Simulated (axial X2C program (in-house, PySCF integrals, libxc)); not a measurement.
LiIn: cheaper levels and CCSD(T), with spin–orbit coupling

All values were computed with an in-house all-electron X2C program for linear molecules (integrals from PySCF). Two-component (2c) means X2C with spin–orbit coupling and atomic mean-field two-electron Coulomb and Gaunt terms. Basis: In dyall-cv3z [11s12p9d4f1g], Li dyall-cv3z [7s8p2d] (cores contracted in-house); Gaussian nuclei, density fitting, unrestricted open shells. Masses: In 114.904 u, Li 7.016 u.

State: Ω = 0 (closed shell); fragments In + Li.

| level | Re (Å) | ωe (cm⁻¹) | De (eV) |
| --- | --- | --- | --- |
| PBE0 | 2.990 | 264.7 | n/a |
| HF | 3.026 | 268.3 | n/a |
| MP2 | 2.968 | 270.5 | 0.649 |
| CCSD | 2.980 | 268.0 | 0.809 |
| r2SCAN0 | 2.977 | 271.6 | n/a |

Correlated methods: 14 electrons correlated (number of frozen shells: In 4 s, 3 p, 1 d; Li 1 s), 234 virtual spin orbitals or spinors in MP2, 90 natural virtuals in coupled cluster.

CCSD(T), same Hamiltonian and basis:

Re = 2.983 Å, ωe = 261.7 cm⁻¹; T1 = 0.016 (Lee–Taylor normalisation).

Q: Give the differences from CCSD(T) in the columns below.

A: 

| level | ΔRe (Å) | Δωe (cm⁻¹) |
| --- | --- | --- |
| PBE0 | 0.007 | 3.0 |
| HF | 0.043 | 6.6 |
| MP2 | -0.015 | 8.8 |
| CCSD | -0.003 | 6.3 |
| r2SCAN0 | -0.006 | 9.9 |

The state is one determinant whose occupation by symmetry is held fixed; it was picked as the lowest of a PBE0 search that is not exhaustive. Closed shells are restricted here (equal orbitals for both partners); the stretched side of such a curve lies too high. De is counted from the lowest determinant-based energies of the atoms at the same level, without counterpoise correction. De is not given where an atomic determinant may have missed its ground term or J level, or where the truncated virtual space spoils (T). Coupled cluster ran in a truncated set of natural virtual spinors; the MP2 energy of the rest was added. (T) has no such correction and the atoms are truncated less, which lowers De at CCSD(T) by a hundredth of an eV or more. PBE0 can misorder states that lie within some tenths of an eV, so this need not be the ground state of the molecule. The nearest other 2c determinant of the search, Ω = 2, lies 0.33 eV up at the distance of the search. Without a current term, density functionals place determinants with orbital angular momentum somewhat too high.
